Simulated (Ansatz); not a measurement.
CuTe₂, relaxed as a quartet with UKS PBE-D4/def2-TZVP in Ansatz, starting from the PBE-D4/def2-TZVP geometry of the neutral doublet. Force threshold 0.02 eV/Å.

In the def2 sets Te takes a core potential; there is no spin–orbit coupling. At PBE-D4/def2-TZVP a doublet of charge 0 lies 1.27 eV below the quartet, each at its own geometry. The structure comes from a short search, and lower isomers may exist.

Start:

| atom | x (Å) | y (Å) | z (Å) |
| --- | --- | --- | --- |
| Cu1 | -0.666 | -0.376 | -1.108 |
| Te2 | 1.501 | 0.372 | -0.210 |
| Te3 | -0.835 | 0.004 | 1.319 |

Question: Estimate the energy that the relaxation releases and the steps that it takes.

Answer: 0.28 eV, in 7 steps; 31 s on 2 threads of Arm Neoverse V2 on a shared host. No frequencies were taken in this run, so the end may be a saddle point.

Question: Does the start keep its bonding and symmetry?

Answer: By distances, no bond broke or formed. The bond that changes most is Cu1–Te3, from 2.46 to 2.70 Å (atoms count from 1). Point group C2v at the start, C2v at the end, both within 0.05 Å.

Question: Predict the relaxed structure.

Answer: 
```xyz
3

Cu   -0.778   -0.439   -1.294
Te    1.478    0.391   -0.066
Te   -0.700    0.048    1.360
```
Bond lengths: 2 × Cu–Te 2.70 Å; 1 × Te–Te 2.63 Å.
